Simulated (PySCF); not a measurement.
C5H12O2Si.
Atom-mapped SMILES: `[CH3:1][Si:2]1([CH3:3])[CH2:4][C@H:5]([OH:6])[CH2:7][O:8]1`

NICS is the negative of the GIAO shielding at a point without a nucleus: at the ring centre (0) and 1 Å above and below it (1); zz is the component along the ring normal. Level: GIAO PBE0/pcSseg-1 (PySCF, non-relativistic, gas phase) on the GFN2-xTB geometry, one conformer.

Ring bond lengths (Å), with Mayer bond orders in brackets: Si2–C4 1.912 (0.88), C4–C5 1.533 (0.99), C5–C7 1.536 (0.99), C7–O8 1.406 (0.90), O8–Si2 1.651 (0.96).

**Question.** What do the NICS probes read (ppm)?

**Answer.** 
```tsv
ring	type	NICS(0)	NICS(1), two faces	NICS(1)zz, two faces	rms pucker (Å)	centre to ring atoms, mean (Å)
Si2–C4–C5–C7–O8	5-membered ring with O and Si; formal bonds all single	-5.1	-2.9 / -3.5	-4.0 / -4.8	0.16	1.35
```

**Question.** What can be read from them?

**Answer.** 
- Si2–C4–C5–C7–O8: mean NICS(1)zz -4.4 ppm, shielded. Si2, C4, C5, C7 have four or more neighbours, so the value isn't read as a sign of a π ring current.

**Question.** At the first NICS(1) probe listed for ring Si2–C4–C5–C7–O8, 1 Å off the ring, how large is the induced field along the normal in 14.1 T applied along it?

**Answer.** NICSzz × B0 = -4.0 ppm × 14.1 T = -56 μT, against the applied field.

**Question.** List the ring angles and the Hirshfeld charges of the ring atoms.

**Answer.** 
- Si2–C4–C5–C7–O8: Si2 94.4° (+0.453 e), C4 101.8° (-0.184 e), C5 106.5° (+0.037 e), C7 108.9° (-0.009 e), O8 113.9° (-0.245 e); sum 525.5° against 540° for a flat convex ring.

On one thread of an Arm Neoverse N1 (shared host), this took 87 s of wall time (grids of density and orbitals included) and 0.93 GiB of memory at its peak. This is the whole shielding run at PBE0/pcSseg-1, SCF included.
